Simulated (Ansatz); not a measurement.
A search over several starts for the lowest SCF solution of Hg₂Cl₄⁺ at the given spin, in a small basis.

```yaml
crystal:
  periodic: [false, false, false]
  atoms:
    - {symbol: Hg, position_ang: [1.245611, -0.466079, 0.171610]}
    - {symbol: Hg, position_ang: [-2.475716, 1.068629, -0.514627]}
    - {symbol: Cl, position_ang: [-4.674144, 1.059359, -0.028084]}
    - {symbol: Cl, position_ang: [3.873812, -0.654711, -0.127253]}
    - {symbol: Cl, position_ang: [2.159122, -2.115438, 1.567110]}
    - {symbol: Cl, position_ang: [-0.128675, 1.108241, -1.068755]}
basis:
  gaussian: {orbitals: def2-SVP, initial_orbitals: start.molden}
total_charge: 1
magnetization: {spin_polarized: true, initial_magnetization: 1}
hamiltonian: {xc: pbe, dispersion: d4}
output: {orbitals: {seedname: orbitals}}
```

The file start.molden holds the orbitals of an earlier run on this structure, at another level or in another basis.

```sh
$ ansatz run in.yaml --threads 4 --pin off --events-out ev --progress --plain --max-ram 8704MiB
```

It prints (some lines left out):

```
Functional definition: PBE
1406 factors; their error is unknown
mean field evaluation 1: about -58402.5170 eV, gradient 6.9e0 eV
mean field evaluation 2: about -58402.7236 eV, gradient 2.5e-1 eV
mean field evaluation 4: about -58402.6362 eV, gradient 1.7e-1 eV
mean field evaluation 8: about -58402.6362 eV, gradient 1.6e-5 eV
mean field evaluation 16: about -58402.6342 eV, gradient 2.6e-1 eV
mean field evaluation 32: about -58401.3827 eV, gradient 4.9e0 eV
mean field -58402.63620117 eV, -2146.2572936645 hartree, gradient 1.6e-5 eV, S^2 0.752262; 7 other end points of the search recorded, 0 dependent functions left out
reference -58402.63624429 eV, -2146.2572952491 hartree; 54, 53 occupied and 82, 83 virtual orbitals, 1406 factors
Total energy: -58402.88310473 eV, -2146.2663672028 hartree
```

It took 9 s on 4 threads of Arm Neoverse V1 on a shared host.

In the def2 sets Hg takes a core potential; there is no spin–orbit coupling. Another isomer (doublet) lies 0.51 eV lower at PBE0-D4/def2-TZVP; other spin states weren't run for this one.
